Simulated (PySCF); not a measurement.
**Ga (gallium, neutral) across methods**

[Ar] 3d10 4s1 4p1 5s1, high-spin 4P determinant (an excited configuration). Calculation: PySCF 2.14, in aug-cc-pVTZ-DK (7s6p4d2f, 59 functions); scalar relativity by spin-free X2C-1e.

```json
{"method": "B3LYP", "E (hartree)": "-1943.546", "mean ε 4s α (eV)": "-14.853", "mean ε 4p α (eV)": "-7.303", "mean ε 5s α (eV)": "-2.111", "Σ⟨r²⟩ (bohr²)": "83.77", "⟨S²⟩": "3.751"}
{"method": "TPSS", "E (hartree)": "-1943.487", "mean ε 4s α (eV)": "-13.894", "mean ε 4p α (eV)": "-6.667", "mean ε 5s α (eV)": "-1.875", "Σ⟨r²⟩ (bohr²)": "84.03", "⟨S²⟩": "3.751"}
{"method": "LDA", "E (hartree)": "-1940.335", "mean ε 4s α (eV)": "-14.063", "mean ε 4p α (eV)": "-6.585", "mean ε 5s α (eV)": "-1.976", "Σ⟨r²⟩ (bohr²)": "81.58", "⟨S²⟩": "3.751"}
{"method": "UHF", "E (hartree)": "-1941.90735", "mean ε 4s α (eV)": "-18.251", "mean ε 4p α (eV)": "-10.283", "mean ε 5s α (eV)": "-2.895", "Σ⟨r²⟩ (bohr²)": "88.88", "⟨S²⟩": "3.752"}
{"method": "revPBE", "E (hartree)": "-1943.395", "mean ε 4s α (eV)": "-13.758", "mean ε 4p α (eV)": "-6.567", "mean ε 5s α (eV)": "-1.919", "Σ⟨r²⟩ (bohr²)": "83.53", "⟨S²⟩": "3.751"}
{"method": "PBE", "E (hartree)": "-1943.227", "mean ε 4s α (eV)": "-13.824", "mean ε 4p α (eV)": "-6.567", "mean ε 5s α (eV)": "-1.929", "Σ⟨r²⟩ (bohr²)": "82.89", "⟨S²⟩": "3.751"}
{"method": "CAM-B3LYP", "E (hartree)": "-1943.622", "mean ε 4s α (eV)": "-16.594", "mean ε 4p α (eV)": "-8.760", "mean ε 5s α (eV)": "-2.615", "Σ⟨r²⟩ (bohr²)": "84.60", "⟨S²⟩": "3.751"}
{"method": "r2SCAN", "E (hartree)": "-1943.475", "mean ε 4s α (eV)": "-14.288", "mean ε 4p α (eV)": "-6.974", "mean ε 5s α (eV)": "-1.916", "Σ⟨r²⟩ (bohr²)": "84.18", "⟨S²⟩": "3.752"}
{"method": "PBE0", "E (hartree)": "-1943.250", "mean ε 4s α (eV)": "-15.074", "mean ε 4p α (eV)": "-7.597", "mean ε 5s α (eV)": "-2.240", "Σ⟨r²⟩ (bohr²)": "84.36", "⟨S²⟩": "3.751"}
```

The outer electron is Rydberg-like, and this basis confines it to a smaller radius and binds it less than a complete one would.
